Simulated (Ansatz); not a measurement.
A run for Ansatz (an electronic-structure program): U-r2SCANh/def2-TZVPP on H6MoO3 (SMILES [OH][MoH3]([OH])[OH]), 2S+1 = 3, a spin state set in the input, which need not be the lowest. Elements past Kr take the def2 small-core potentials; no spin–orbit coupling.

Ansatz 0.2 input:
```yaml
crystal:
  periodic: [false, false, false]
  atoms:
    - {symbol: Mo, position_ang: [-0.25997840, 0.89956221, -0.37125728]}
    - {symbol: O, position_ang: [-1.60052134, -0.41589208, -0.15181598]}
    - {symbol: H, position_ang: [-1.40241947, -1.30061922, 0.17911871]}
    - {symbol: O, position_ang: [-0.08498451, 2.24952639, 0.94404834]}
    - {symbol: H, position_ang: [0.59323147, 2.22529022, 1.62970718]}
    - {symbol: O, position_ang: [0.42379365, 1.22217508, -2.10661665]}
    - {symbol: H, position_ang: [1.26700996, 0.86489198, -2.40998521]}
    - {symbol: H, position_ang: [-0.29028537, -3.18836962, 0.99557254]}
    - {symbol: H, position_ang: [0.20438197, -2.64022146, 0.89356942]}
    - {symbol: H, position_ang: [1.02308278, -0.05206217, 0.16318324]}
basis:
  gaussian:
    orbitals: def2-TZVPP
hamiltonian:
  xc: {name: r2SCANh}
magnetization: {spin_polarized: true, initial_magnetization: 2}
```

### Question
Give the final energy of this run.

### Answer
-297.5494 hartree.

### Question
How many basis functions does it have, and what does it roughly cost on one machine?

### Answer
233 functions; very roughly 27 core-seconds.
